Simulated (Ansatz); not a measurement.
The cluster Ag₄H₄⁺. Total charge 1; doublet. Geometry r2SCAN-D4/def2-SVP; atoms count from 1.

```
atom   x (Å)   y (Å)   z (Å)
 Ag1   0.882  -0.397  -0.436
 Ag2  -1.374   0.855   0.631
 Ag3   3.033  -1.734  -1.254
 Ag4  -3.864   1.673   1.489
  H5  -2.478   0.830   1.993
  H6   2.182  -0.303  -1.827
  H7   1.821  -1.858   0.069
  H8  -0.203   0.935  -0.665
```

In the def2 sets Ag takes a core potential; there is no spin–orbit coupling. Another isomer (doublet) lies 0.26 eV lower at PBE0-D4/def2-TZVP; other spin states weren't run for this one.

Problem. Estimate the Mulliken populations from the PBE0/def2-TZVP orbitals of Ansatz.

Solution. 
```csv
atom,charge (e),spin (α − β),d electrons
Ag1,0.27,0.14,9.77
Ag2,0.10,0.03,9.84
Ag3,0.25,0.13,9.82
Ag4,0.35,0.01,9.91
H5,0.02,0.00,–
H6,0.03,0.39,–
H7,-0.01,0.32,–
H8,0.00,-0.02,–
```
Mulliken values depend strongly on the basis.

Problem. Where does the spin sit?

Solution. Summed by element: Ag 0.31, H 0.69, of 1 unpaired in all. Largest on single atoms: H6 0.39, H7 0.32, Ag1 0.14.

Problem. And the Mayer bond orders between heavy atoms (over 0.3)?

Solution. Ag1–Ag3 0.31 (2.66 Å); Ag2–Ag4 0.40 (2.76 Å).
